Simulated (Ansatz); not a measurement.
Consider the cleavage of the Si–Si bond: `CB[SiH2][SiH2][AlH2]` + CH₃SH → `CB[SiH2]SC` + `[AlH2][SiH3]`.

Isolated molecules relaxed with PBE0-D4/def2-TZVP in Ansatz; ΔE leaves out vibrations. CCSD(T)/CBS is the MP2 limit (def2-TZVPP, def2-QZVPP) plus CCSD(T) − MP2 in def2-TZVPP, frozen cores. This one scheme is used for every species. DFT in def2-TZVPP. B3LYP here is the variant with VWN-RPA as its local correlation; programs differ in this. Each species was taken in one conformer, which may not be the lowest.

```json
{"level": "revPBE-D4", "ΔE (kJ/mol)": "-25.7"}
{"level": "r2SCANh-D4", "ΔE (kJ/mol)": "-32.2"}
{"level": "r2SCAN0-D4", "ΔE (kJ/mol)": "-33.3"}
{"level": "ωB97M-V", "ΔE (kJ/mol)": "-37.9"}
{"level": "B3LYP", "ΔE (kJ/mol)": "-46.4"}
{"level": "r2SCAN0", "ΔE (kJ/mol)": "-34.9"}
{"level": "HF/def2-QZVPP", "ΔE (kJ/mol)": "-65.5"}
{"level": "HF/CBS(def2)", "ΔE (kJ/mol)": "-65.5"}
```

Q: What does CCSD(T)/CBS give? (Estimate.)

A: Ansatz gave: -36.8 kJ/mol. The listed levels differ from it by 11.1, 4.6, 3.5, -1.1, -9.6, 1.9, -28.7, -28.7 kJ/mol.

Largest T1 diagnostic among the species: 0.014.

From BLYP to BHLYP (50 % exact exchange), in def2-TZVPP and without D4, ΔE moves by −4.6 kJ/mol. The D4 term adds +8.0 kJ/mol with B3LYP and +4.5 kJ/mol with PBE0; it sums over pairs of atoms, weighted by their polarisabilities, and B3LYP, whose exchange is more repulsive, gets the larger term.
